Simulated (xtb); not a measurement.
C2H6Zn, SMILES C[CH2][ZnH]. All values are semi-empirical tight-binding results from xtb (GFN2-xTB unless named), good for trends rather than for accurate numbers. Geometry: GFN2-xTB.

For metal compounds this method's bond lengths and energies can be far off.

Task: Estimate the properties. (An estimate is asked for; the answer gives what the named calculation found.)

Result: 
```
Quantity                                       Value
-------------------------------------  -------------
orbital gap                                  5.33 eV
zero-point energy                      42.4 kcal/mol
G − E(el) at 298.15 K (modified RRHO)  24.2 kcal/mol
```
